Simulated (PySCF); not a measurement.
## CH7AsBP: core ionisation energies

CH7AsBP.
Atom-mapped SMILES: `[CH3:1][B:2]([PH2:3])[AsH2:4]`

Level of theory: delta-SCF UKS SCAN, pcX-2 on the ionised atom, pcseg-1 elsewhere, spin-free X2C in PySCF 2.14.0. Vertical ΔSCF values, vacuum level as zero.

Problem. What binding energy does each computed site have?

Solution. 
```
atom(s)                  environment    level  binding energy (eV)  2p1/2 (eV)  count
     C1    sp3 carbon bound to boron     C 1s               290.28           –      1
     B2       three-coordinate boron     B 1s               195.52           –      1
     P3  three-coordinate phosphorus  P 2p3/2               136.16      137.05      1
     P3  three-coordinate phosphorus     P 1s              2149.71           –      1
```

Problem. Which photon energy gives electrons from C 1s of C1 a kinetic energy of 150 eV, and what is their de Broglie wavelength?

Solution. hν = 290.28 + 150 = 440.28 eV, recoil neglected; λ = 12.264 Å/√(E/eV) = 1.00 Å.

Spin contamination (⟨S²⟩ against 0.75 for a pure doublet) is marked for B 1s of B2 (0.89), which makes this value less certain. Spin–orbit and ligand-field terms were added within each 2p shell after the spin-free SCF. 2p1/2 minus 2p3/2 (ligand field included): P 0.89 eV. No level of arsenic is listed. Geometry: PBE0-D3(BJ)/def2-SVP, one conformer, isolated molecule.

Conformer computed: `[CH3:1][B:2]([PH2:3])[AsH2:4]`: H–P3–B2–C1 147°, H–P3–B2–C1 45°, H–As4–B2–C1 51°, H–As4–B2–C1 147°.
